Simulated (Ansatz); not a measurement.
Species: [Ta(F)4(CH3)] (charge 0, multiplicity 1), formula CH3F4Ta.

Q: How many basis functions does frozen-core CCSD(T)/def2-TZVPP // PBE-D3(BJ)/def2-SVP (Ansatz, a quantum-chemistry and plane-wave program) use, how many core orbitals are frozen, and how many electrons are correlated?

A: 253 basis functions and 5 frozen orbitals, which leaves 48 correlated electrons. Core time is of the order of minutes.
